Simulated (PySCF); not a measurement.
Species: C6H6NS (doublet state).
Cartesian coordinates in Å at the GFN2-xTB level; atoms count from 1:
```
atom  x, y, z in Å
N1    -1.663   -2.535   -0.734
C2    -1.123   -1.786   -0.060
C3    -0.397   -0.806    0.726
C4    -1.199    0.469    0.826
C5    -0.640    1.455    0.143
C6     0.639    1.044   -0.523
C7     0.827   -0.347   -0.012
S8     2.008   -1.464   -0.600
H9    -0.173   -1.253    1.705
H10   -2.122    0.503    1.376
H11   -1.026    2.455    0.049
H12    1.473    1.703   -0.249
H13    0.544    1.092   -1.617
H14    2.852   -0.532   -1.051
```

The hyperfine couplings belong to this conformer and change with its torsions.

Identity: `N#C[C@@H]1C=CC[C]1S` [radical].

Method used: UKS B3LYP, pcH-1 on C H N S, non-relativistic, mean-field spin-orbit, GIAO (PySCF). One conformer (not necessarily the lowest) at the GFN2-xTB geometry, without solvent, vibrations or thermal averaging. The geometry wasn't refined by DFT: couplings that depend on bond lengths, twists or pyramidal angles can differ widely from those at the functional's own minimum. Stability of the SCF solution: not tested.

Task: Give the principal g shifts and their parts.

Result: 
```csv
Δg (ppm),1,2,3
relativistic mass correction,-168,-168,-168
gauge correction,6,30,32
orbital Zeeman/spin–orbit,-193,1326,4863
total,-355,1189,4727
```

So g = 2.00196, 2.00351, 2.00705 and g_iso = 2.00417; the tensor is rhombic: the two nearest values differ by 30 % of g3 − g1. Axes: g2 points within 14° of the C7–S8 bond and g3 points within 9° of the S8–H14 bond.

Task: Average each term over the three axes. Which is largest in size?

Result: The orbital-Zeeman/spin–orbit term 1999, the mass correction -168 and the gauge correction 23 ppm, for a total of 1854 ppm. The orbital-Zeeman/spin–orbit term is the largest in size. The mass correction is the same along every axis, so the anisotropy comes from the other two: their spans along these axes are 26 (gauge) and 5056 ppm (orbital Zeeman/spin–orbit).

Task: At 9.403 GHz, how far is the centre of the isotropic spectrum from where a free electron (g = 2.002319) resonates?

Result: B = hν/(g μB) with μB/h = 13.99624 MHz/mT gives 335.52 mT for the free electron and 335.21 mT at g_iso, 0.31 mT lower.

Task: In a frozen sample, at which fields do the three g values resonate at 9.5, 34, 94 and 263 GHz (hyperfine left aside), and which band first spreads them over more than twice a line width of 0.5 mT?

Result: 
```json
{"band": "X", "GHz": "9.5", "B(g3) mT": "338.19", "B(g2) mT": "338.78", "B(g1) mT": "339.04", "spread mT": "0.86"}
{"band": "Q", "GHz": "34.0", "B(g3) mT": "1210.35", "B(g2) mT": "1212.48", "B(g1) mT": "1213.42", "spread mT": "3.07"}
{"band": "W", "GHz": "94.0", "B(g3) mT": "3346.25", "B(g2) mT": "3352.16", "B(g1) mT": "3354.75", "spread mT": "8.49"}
{"band": "J", "GHz": "263.0", "B(g3) mT": "9362.39", "B(g2) mT": "9378.92", "B(g1) mT": "9386.16", "spread mT": "23.77"}
```

The spread grows in proportion to the frequency. Q band is the first where it exceeds 1.0 mT.

The Mulliken spin populations are largest on C7 (+0.82), S8 (+0.15) and C6 (-0.06). The angles at C7 add up to 357.1°, so it is nearly planar.

The HOMO–LUMO gaps are 4.70 eV among the α and 5.59 eV among the β orbitals.
